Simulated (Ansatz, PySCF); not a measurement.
ClFH2N2W, SMILES [NH]=[W](=[NH])([F])[Cl], multiplicity 1. Atoms are numbered in the order given.

```xyz
7

W      0.0591    -0.1617     0.0000
N     -0.7548    -0.7588    -1.4286
H     -1.4738    -1.2630    -1.9420
N     -0.7548    -0.7588     1.4286
H     -1.4738    -1.2630     1.9420
F      1.8161    -0.8420     0.0000
Cl    -0.1655     2.1367     0.0000
```

The structure is a stationary point at B3LYP-D3(BJ)/def2-SVP. The spin state was assumed, not searched. The structure was generated by enumeration; whether it is a known compound was not checked. The def2 effective core potentials stand for the cores of W; spin–orbit coupling is left out.

Two levels are set side by side: PBE-D3(BJ)/def2-SVP (Ansatz, a first-principles code) and B3LYP-D3(BJ)/def2-SVP (Ansatz). Each level has its own optimised geometry; the coordinates shown are those of the second. Frequencies come from the Hessian of PySCF at each geometry. Differences are taken from unrounded values.

| quantity | B3LYP-D3(BJ) |
|---|---|
| mean bond length (Å) | 1.621 |
| bond W1–N2 (Å) | 1.749 |
| bond W1–N4 (Å) | 1.749 |
| bond W1–F6 (Å) | 1.884 |
| bond W1–Cl7 (Å) | 2.309 |
| bond N2–H3 (Å) | 1.017 |
| bond N4–H5 (Å) | 1.017 |
| highest harmonic wavenumber (cm⁻¹) | 3619 |
| mean harmonic wavenumber (cm⁻¹) | 923 |
| zero-point energy (kcal/mol) | 19.80 |

Problem. What does PBE-D3(BJ) give, and how far is it from B3LYP-D3(BJ)? (An estimate is asked for; the answer gives what the named calculation found.)

Solution. 
```tsv
quantity	PBE-D3(BJ)	PBE-D3(BJ) minus B3LYP-D3(BJ)
mean bond length (Å)	1.626	0.005
bond W1–N2 (Å)	1.757	0.008
bond W1–N4 (Å)	1.757	0.008
bond W1–F6 (Å)	1.889	0.004
bond W1–Cl7 (Å)	2.306	-0.003
bond N2–H3 (Å)	1.024	0.007
bond N4–H5 (Å)	1.024	0.007
highest harmonic wavenumber (cm⁻¹)	3541	-78
mean harmonic wavenumber (cm⁻¹)	899	-24
zero-point energy (kcal/mol)	19.27	-0.52
```

GGA bonds tend to be longer and softer than those of functionals with exact exchange. Differences between two approximate levels are no errors against the true value.
